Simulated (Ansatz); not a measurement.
Calculated with Ansatz (gas phase, PBE0-D4/def2-TZVP geometries, no zero-point term in ΔE). CBS: MP2 limit from def2 TZ/QZ plus the TZ coupled-cluster correction, frozen cores. This one scheme is used for every species. Functionals use def2-TZVPP. For Se, Ti outer-core shells are correlated without core-valence functions, which leaves a few kJ/mol of doubt a bond. Scalar relativity is left out up to krypton. Each species was taken in one conformer, which may not be the lowest.

`C#[C][Ti]([OH])([F])[F]` + `C[SeH]` → `C[Se][Ti]([OH])([F])[F]` + acetylene  (ligand exchange at a Ti–C bond)

| level | ΔE (kcal/mol) |
| --- | --- |
| ωB97M-V | -16.8 |
| r2SCAN | -18.6 |

Question: What does CCSD(T)/CBS give? (An estimate is asked.)

Answer: The calculation gave: -18.5 kcal/mol. The listed levels differ from it by 1.7, -0.1 kcal/mol.

Largest T1 diagnostic among the species: 0.023, so the coupled-cluster value is less sure than usual.

In def2-TZVPP, CCSD(T) changes the Hartree–Fock value by −4.4 kcal/mol (the triples alone add −1.6 kcal/mol) and MP2 by −6.5 kcal/mol. The D4 term adds −1.5 kcal/mol with B3LYP and −0.8 kcal/mol with PBE0; it sums over pairs of atoms, weighted by their polarisabilities, and B3LYP, whose exchange is more repulsive, gets the larger term.

B3LYP here is the variant with VWN-RPA as its local correlation; programs differ in this.
